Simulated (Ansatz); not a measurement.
The cluster Cr₂O₂⁻, relaxed as a doublet with UKS PBE-D4/def2-SVPD in Ansatz, starting from the GFN1-xTB geometry. Force threshold 0.02 eV/Å.

The charge -1 doublet is spin-contaminated (final ⟨S²⟩ up to 4.61, 0.75 for a pure state). The highest occupied level of the charge -1 doublet lies above zero (up to 1.10 eV). The electron is either unbound and held by the finite basis, or the level is raised by self-interaction error. The structure comes from a short search, and lower isomers may exist.

Start:

```xyz
4

Cr   -1.084   -0.012    0.042
Cr    1.083    0.012   -0.042
O     0.054   -0.022    1.401
O    -0.054    0.022   -1.401
```

**Question.** Estimate the energy that the relaxation releases and the steps that it takes.

**Answer.** 45.5 kJ/mol, in 16 steps; 34 s on 4 threads of Arm Neoverse V2 on a shared host. The force fell under the threshold at step 14, but the optimiser went on. No frequencies were taken in this run, so the end may be a saddle point.

**Question.** Does the start keep its bonding and symmetry?

**Answer.** By distances, no bond broke or formed. The bond that changes most is Cr2–O4, from 1.77 to 1.98 Å (atoms count from 1). Point group D2h at the start, Cs at the end, both within 0.05 Å.

**Question.** Predict the relaxed structure.

**Answer.** 
```xyz
4

Cr   -1.2223   -0.0136    0.0322
Cr    1.3458    0.0146   -0.0150
O     0.0104   -0.0212    1.3133
O    -0.1340    0.0202   -1.3305
```
Bond lengths (bridged metal pairs left out): 4 × Cr–O 1.74 to 1.98 Å.
